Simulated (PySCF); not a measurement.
From computed data to an observable: oscillator strength and radiative lifetime

C3H8O2Si, SMILES C[C@@H](C=O)[SiH2]O.

The structure is a stationary point at B3LYP-D3(BJ)/def2-SVP. The structure was generated by enumeration; whether it is a known compound was not checked. The values are those of a single conformer.

TDDFT-LC-ωPBE/def2-SVPD (PySCF) puts the first singlet state with f over 0.02 at 7.36 eV (vertical), with the transition dipole (0.524, -0.260, 0.341) in atomic units.

Task: Find the oscillator strength, the wavelength and the radiative lifetime that this transition would have in vacuum if emission retraced absorption.

Result: 
|μ|² = 0.4585 au, so |μ| = 1.72 D. ΔE = 7.36/27.211 = 0.2705 hartree. f = (2/3) ΔE |μ|² = 0.083 (the program prints 0.083).
λ = 1239.84/7.36 = 168 nm; ν = 59362 cm⁻¹.
Einstein's coefficient A = 0.6670 ν² f s⁻¹ (ν in cm⁻¹) = 1.9e8 s⁻¹, so τ = 1/A = 5.1 ns. This state is S2; the lower singlet has f = 0.001. The figure is the radiative limit of this one transition; relaxation, internal conversion, crossing to triplets and a medium change what is measured.
